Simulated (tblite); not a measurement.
Start geometry of `C=CN1[C]=CN=C1` [radical] from a force field or distance geometry (Å):
```
atom  x, y, z in Å
C1    -2.1590    0.7176    0.0671
C2    -1.2416   -0.0997   -0.4413
N3     0.1218   -0.1280   -0.0810
C4     0.7627    0.6884    0.8177
C5     2.0772    0.2779    0.8242
N6     2.2651   -0.7472   -0.0696
C7     1.0839   -0.9623   -0.5919
H8    -1.9311    1.4778    0.8209
H9    -3.1934    0.6548   -0.2671
H10   -1.5294   -0.8395   -1.1747
H11    2.8911    0.6789    1.4018
H12    0.8537   -1.7193   -1.3321
```

Problem. What comes out of this run: GFN2-xTB geometry optimisation, gas phase (tblite)?

Solution. 
```
atom  x, y, z in Å
C1    -2.1158    0.7190    0.0787
C2    -1.2540   -0.1294   -0.4592
N3     0.0905   -0.1570   -0.1194
C4     0.7244    0.6563    0.7918
C5     2.0330    0.3148    0.8350
N6     2.2154   -0.7060   -0.0450
C7     1.0580   -0.9716   -0.5997
H8    -1.7983    1.4353    0.8181
H9    -3.1519    0.7195   -0.2027
H10   -1.5324   -0.8633   -1.2035
H11    2.8345    0.7152    1.4161
H12    0.8979   -1.7335   -1.3362
```

The energy falls by 2.6 kcal/mol over 28 L-BFGS steps, the largest force on an atom goes from 1.71 to 0.007 eV/Å, and the atoms move by 0.069 Å rms after alignment. Among the bonds, C2–N3 and C4–C5 change most and about equally (-0.024 to -0.023 Å). Bonds longer at the end by more than 0.005 Å: 0 of 12; shorter: 9. Among the angles that change most is C1–C2–H10, from 119.8° to 123.2°. Rotational constants go from 8914, 2098, 1699 to 8852, 2179, 1748 MHz. The orientation of the end geometry is arbitrary; only internal coordinates are fixed.

Its GFN2-xTB frequencies are all real (lowest 105 cm⁻¹).

One conformer stands for the species.

All values are computed, not measured.
